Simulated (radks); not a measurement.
Values are calculated unless marked as measured or tabulated.
Q: These are the eigenvalues of the occupied orbitals of an atom or ion with whole-number occupations (eV). Code: a radial shooting solver on a logarithmic mesh with Libxc functionals. Model: non-relativistic Kohn-Sham, PBE, spin-polarised, spherical densities, point nucleus.

1s up: -13991.60
1s down: -13970.27
2s up: -3013.052
2s down: -2976.076
2p up: -2904.454

Which element is it, and in what charge state? The configuration may be excited. Open shells, if any, are filled with parallel spins first.

A: Z = 34, selenium, charge +27: Se27+ in [He] 2s2 2p3. The list shows which subshells hold electrons but not how many an open one holds; the 1s level, -514.18 hartree, gives Z - s = 32.1 by -(Z - s)^2/2, which with screening narrows Z to a few neighbours, and the depths of the outer levels then fix element, charge and occupations together.
